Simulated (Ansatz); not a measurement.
Cl₆W, charge +1, quartet, at a GFN2-xTB geometry of the parent state (such geometries of metal compounds can be far from the true shape) (the multiplicity is a formal guess) (core potentials on W); PBE/def2-SVP (Ansatz, a first-principles code).

Here is a job for Ansatz.
Ansatz 0.2 input:
```yaml
crystal:
  periodic: [false, false, false]
  atoms:
    - {symbol: W, position_ang: [0.00000000, 0.00000000, 0.00000000]}
    - {symbol: Cl, position_ang: [2.10254956, 0.93336534, -0.68471804]}
    - {symbol: Cl, position_ang: [0.64289611, 0.11169313, 2.12638097]}
    - {symbol: Cl, position_ang: [-0.64289611, -0.11169313, -2.12638097]}
    - {symbol: Cl, position_ang: [-2.10254956, -0.93336534, 0.68471804]}
    - {symbol: Cl, position_ang: [-0.85580350, 2.23794308, 0.14119289]}
    - {symbol: Cl, position_ang: [0.85580350, -2.23794308, -0.14119289]}
basis:
  gaussian:
    orbitals: def2-SVP
hamiltonian:
  xc: pbe
total_charge: 1
magnetization: {spin_polarized: true, initial_magnetization: 3}
```

Output, abridged:

```
Functional definition: PBE
1477 factors; their error is unknown
mean field evaluation 1: about -76902.1903 eV, gradient 1.6e1 eV
mean field evaluation 2: about -76897.9809 eV, gradient 3.2e1 eV
mean field evaluation 4: about -76901.9833 eV, gradient 1.3e1 eV
mean field evaluation 8: about -76903.3016 eV, gradient 1.2e-4 eV
mean field evaluation 16: about -76903.3016 eV, gradient 4.3e-4 eV
mean field evaluation 32: about -76902.7039 eV, gradient 5.7e0 eV
mean field evaluation 64: about -76902.9778 eV, gradient 5.4e-1 eV
mean field evaluation 96: about -76903.2005 eV, gradient 1.1e0 eV
mean field evaluation 128: about -76903.2931 eV, gradient 8.2e-1 eV
mean field evaluation 160: about -76902.5288 eV, gradient 1.8e-1 eV
mean field evaluation 192: about -76902.9448 eV, gradient 1.5e0 eV
mean field -76903.30159791 eV, -2826.1442067933 hartree, gradient 2.4e-6 eV, S^2 3.754759; 14 other end points of the search recorded, 0 dependent functions left out
reference -76903.30166831 eV, -2826.1442093805 hartree; 59, 56 occupied and 81, 84 virtual orbitals, 1477 factors
Total energy: -76903.30166831 eV, -2826.1442093805 hartree
```
